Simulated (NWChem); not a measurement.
Molecule: SnIF, singlet; SMILES [F][Sn][I]

```xyz
3

Sn     0.3113     1.2627     0.0000
F     -1.5601     1.8279     0.0000
I     -0.0735    -1.4544     0.0000
```
Atoms are numbered in this order, from 1.

Level: PBE0/def2-SVP with def2 effective core potentials on Sn, I (NWChem), optimised geometry, unscaled harmonic frequencies. Low-valent species are run as closed-shell singlets; no triplet was tried in these runs. def2 effective core potentials on Sn, I; no spin-orbit coupling.

```tsv
frequency (cm⁻¹)	IR intensity (km/mol)
123	2.0
202	39.0
614	77.4
```

The zero-point energy is 1.3 kcal/mol and the thermal correction to the enthalpy at 298.15 K (with zero-point energy) is 4.6 kcal/mol. The heat capacity Cv comes out as 10.7 cal/(mol K). The entropy at 298.15 K and 1 atm (symmetry number 1) is 76.3 cal/(mol K).

Rigid rotor and harmonic oscillator.
